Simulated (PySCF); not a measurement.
Members of one family of related compounds. Theory: TDDFT PBE0/def2-SVPD, vertical, gas phase, core orbitals frozen in the response in PySCF 2.14.0, density-fitted response routines. Geometries: PBE0-D3(BJ)/def2-SVP; one conformer of each isolated species. Triplets are in the Tamm–Dancoff approximation. Relativistic effects are left out although some hold elements past zinc.

**Question.** Rank by computed HOMO energy, highest first.
A. Ge(NCO)2Me2, `O=C=[N][Ge]([CH3])([N]=C=O)[CH3]`
B. GeF2Me2, `[CH3][Ge]([CH3])([F])[F]`
C. GeBr2Me2, `[CH3][Ge]([CH3])([Br])[Br]`
D. Ge(CN)2Me2, `[CH3][Ge]([C]#N)([CH3])[C]#N`
E. Ge(CCH)2Me2, `C#[C][Ge]([CH3])([CH3])[C]#C`
F. Ge(NH2)2Me2, `[CH3][Ge]([CH3])([NH2])[NH2]`
G. Ge(OMe)2Me2, `C[O][Ge]([CH3])([CH3])[O]C`
H. Ge(SiH3)2Me2, `[CH3][Ge]([CH3])([SiH3])[SiH3]`

**Answer.** F (-7.03 eV), H (-7.44 eV), G (-7.63 eV), E (-7.83 eV), C (-8.17 eV), A (-8.34 eV), B (-9.12 eV), D (-9.57 eV).

| SMILES | HOMO (eV) | f (S1) | LUMO (eV) | S1 (eV) | first f ≥ 0.01 (nm) | S1 mainly |
| --- | --- | --- | --- | --- | --- | --- |
| [CH3][Ge]([CH3])([NH2])[NH2] | -7.03 | 0.055 | 0.23 | 6.13 | 202 | H-1→L (49%) |
| [CH3][Ge]([CH3])([SiH3])[SiH3] | -7.44 | 0.144 | -0.04 | 6.42 | 193 | H→L (92%) |
| C[O][Ge]([CH3])([CH3])[O]C | -7.63 | 0.005 | 0.34 | 6.88 | 170 | H→L (93%) |
| C#[C][Ge]([CH3])([CH3])[C]#C | -7.83 | 0.003 | -0.03 | 6.11 | 168 | H→L (66%) |
| [CH3][Ge]([CH3])([Br])[Br] | -8.17 | 0.032 | -0.84 | 6.00 | 206 | H→L (95%) |
| [CH3][Ge]([CH3])([N]=C=O)[N]=C=O | -8.34 | 0.002 | -0.12 | 6.81 | 171 | H→L (44%) |
| [CH3][Ge]([CH3])([F])[F] | -9.12 | 0.170 | 0.07 | 8.08 | 153 | H→L (99%) |
| [CH3][Ge]([CH3])([C]#N)[C]#N | -9.57 | 0.009 | -0.96 | 6.97 | 169 | H→L (70%) |

H and L stand for HOMO and LUMO.

- `[CH3][Ge]([CH3])([NH2])[NH2]`: Löwdin shares by element: HOMO (one of a set within 0.03 eV) nitrogen 56%, carbon 10% or more, germanium 10% (atoms not listed hold the other 24%); LUMO germanium 31%, carbon 16%, hydrogen 6% or more (atoms not listed hold the other 46%).
- `[CH3][Ge]([CH3])([SiH3])[SiH3]`: Löwdin shares by element: HOMO silicon 42%, germanium 28%, hydrogen 5% or more (atoms not listed hold the other 25%); LUMO silicon 40%, germanium 18%, hydrogen 8% or more (atoms not listed hold the other 33%).
- `C[O][Ge]([CH3])([CH3])[O]C`: Löwdin shares by element: HOMO oxygen 66%, carbon 14% or more (atoms not listed hold the other 20%); LUMO germanium 23%, carbon 21% or more, hydrogen 6% or more (atoms not listed hold the other 51%).
- `C#[C][Ge]([CH3])([CH3])[C]#C`: Löwdin shares by element: HOMO carbon 66% or more (atoms not listed hold the other 34%); LUMO carbon 49% or more, germanium 15% (atoms not listed hold the other 36%).
- `[CH3][Ge]([CH3])([Br])[Br]`: Löwdin shares by element: HOMO (one of a set within 0.03 eV) bromine 72%, germanium 8%, carbon 8% or more; LUMO bromine 56%, germanium 25%, carbon 7% or more.
- `[CH3][Ge]([CH3])([N]=C=O)[N]=C=O`: Löwdin shares by element: HOMO nitrogen 32%, oxygen 22% (atoms not listed hold the other 45%); LUMO carbon 28% or more, germanium 22% (atoms not listed hold the other 50%).
- `[CH3][Ge]([CH3])([F])[F]`: Löwdin shares by element: HOMO carbon 48%, germanium 18%, fluorine 9% or more (atoms not listed hold the other 25%); LUMO germanium 31%, carbon 29%, hydrogen 6% or more (atoms not listed hold the other 34%).
- `[CH3][Ge]([CH3])([C]#N)[C]#N`: Löwdin shares by element: HOMO carbon 32% or more, nitrogen 26% (atoms not listed hold the other 42%); LUMO nitrogen 33%, germanium 20%, carbon 16% or more (atoms not listed hold the other 31%).
